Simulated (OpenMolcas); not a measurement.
# Ge²⁺: effect of the basis set

* Program: OpenMolcas 26.06
* Method: MS-CASPT2, IPEA 0.25 Eh, imaginary shift 0.1 Eh (closed shells correlated: 3d)
* Active space: 2 electrons in 4 orbitals (4s 4p)
* State averaging: 2S+1 = 3 even, 3 roots; 2S+1 = 1 even, 7 roots; 2S+1 = 3 odd, 3 roots; 2S+1 = 1 odd, 3 roots
* Spin-orbit coupling: RASSI with atomic mean-field integrals over the reference wave functions, term energies averaged over their components

A. ANO-RCC-VDZP [5s4p2d], DKH2, point nucleus; CASPT2 step of the order of 1.8 core-seconds
B. ANO-R1 [5s4p3d1f], X2C, finite nucleus; CASPT2 step of the order of 1.3 core-seconds
C. ANO-RCC-VTZP [6s5p3d1f], DKH2, point nucleus; CASPT2 step about 1.2 core-seconds
D. ANO-RCC-VQZP [7s6p4d2f1g], DKH2, point nucleus; CASPT2 step of the order of 3 core-seconds
E. ANO-R2 [6s5p4d3f1g], X2C, finite nucleus; CASPT2 step of the order of 4 core-seconds
F. ANO-R3 [7s6p5d4f2g], X2C, finite nucleus; CASPT2 step roughly 6 core-seconds

Energies in cm-1 above 4s2 1S0, the measured ground level; measured values from Sugar and Musgrove, J. Phys. Chem. Ref. Data 22, 1213 (1993).

| Level | A | B | C | D | E | F | Measured |
| --- | --- | --- | --- | --- | --- | --- | --- |
| 4s2 1S0 | 0.0 | 0.0 | 0.0 | 0.0 | 0.0 | 0.0 | 0.0 |
| 4s 4p 3P* 0 | 59515 | 59262 | 60467 | 60863 | 60562 | 60954 | 61734 |
| 4s 4p 3P* 1 | 60286 | 60011 | 61122 | 61525 | 61214 | 61614 | 62500 |
| 4s 4p 3P* 2 | 61898 | 61592 | 62495 | 62920 | 62586 | 63005 | 64144 |
| 4s 4p 1P* 1 | 97455 | 92663 | 93442 | 92344 | 91939 | 91939 | 91873 |
| 4p2 3P0 | 146592 | 143486 | 146865 | 147235 | 146153 | 147255 | 147685 |
| 4p2 3P1 | 147489 | 144380 | 147635 | 148027 | 146930 | 148050 | 148640 |
| 4p2 3P2 | 148874 | 145532 | 148676 | 148958 | 147809 | 148858 | 150372 |
| 4p2 1D2 | 157041 | 149031 | 152140 | 151563 | 150225 | 151062 | 144975 |
| 4p2 1S0 | 178761 | 171642 | 174911 | 173622 | 172304 | 172632 | 174114 |

Deviations, from unrounded energies. A percentage is the sum of absolute deviations over the sum of measured energies, with the sign that they share, or ± where signs differ.

```csv
Against measurement,Levels,A,B,C,D,E,F
mean absolute deviation (cm-1),9,3600,3100,1900,1500,1900,1400
other configurations (%),9,±3.1,±2.7,±1.7,±1.3,±1.6,±1.2
```

D, F lie about equally close to measurement and A furthest from it. The largest miss of F in the table is 4p2 1D2, by +6100 cm-1. The ranking rests on the paired levels alone, and a cruder setting can come out closer through cancelling errors.

Among A to F the level of the table that moves most is 4p2 1D2, by 8000 cm-1 (lowest in B, highest in A).

Over all roots computed the reference weight is 0.91 to 0.96 in D, 0.91 to 0.96 in E, 0.90 to 0.96 in F; the roots of lowest weight are the least certain, and an intruder state may touch them. The ¹D term of p² mixes with s d, which this space lacks. Some levels mix across a computed gap that differs much from the measured one, so their mixing is not that of the real levels (holds for B; C; D; E; F). Computed and measured levels are paired by configuration, term and J; levels that our copy of the source lacks, or whose pairing is in doubt (as where it misses far off the trend of its configuration), stay unpaired and out of the deviations. Levels of configurations outside the active space are missing.

* marks odd parity.
